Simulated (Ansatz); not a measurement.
Start from `[CH3][GaH][Cl]` and change one atom or group to get `[CH3][Ga]([Cl])[Cl]`.

Ansatz, PBE0-D4/def2-TZVP geometries, multiplicity 1. 

Scalar relativity is left out up to krypton.

```
                                          property  `[CH3][GaH][Cl]`
             HOMO energy (ωB97M-V/def2-TZVPP) / eV            -10.32
             HOMO–LUMO gap (B3LYP/def2-TZVPP) / eV              6.26
                HOMO energy (PBE0/def2-TZVPP) / eV             -8.12
size of the dipole moment (ωB97M-V/def2-TZVPP) / D              2.53
                 LUMO energy (PBE/def2-TZVPP) / eV             -2.14
           HOMO–LUMO gap (ωB97M-V/def2-TZVPP) / eV             10.68
```

(1) Give the same properties after the change, and the shifts. (Estimate.)

Results:

(1) Ansatz gave: 
```
                                          property  `[CH3][Ga]([Cl])[Cl]`  shift
             HOMO energy (ωB97M-V/def2-TZVPP) / eV                 -10.97  -0.65
             HOMO–LUMO gap (B3LYP/def2-TZVPP) / eV                   7.07   0.81
                HOMO energy (PBE0/def2-TZVPP) / eV                  -8.79  -0.67
size of the dipole moment (ωB97M-V/def2-TZVPP) / D                   2.75   0.22
                 LUMO energy (PBE/def2-TZVPP) / eV                  -1.98   0.16
           HOMO–LUMO gap (ωB97M-V/def2-TZVPP) / eV                  11.52   0.84
```

With PBE0 the HOMO falls by 0.67 eV and the LUMO rises by 0.15 eV, so the gap widens by about 0.82 eV. PBE moves the HOMO by -0.64 eV and ωB97M-V by -0.65 eV. Dipoles are sizes alone; their direction can turn.

B3LYP here is the variant with VWN-RPA as its local correlation; programs differ in this.
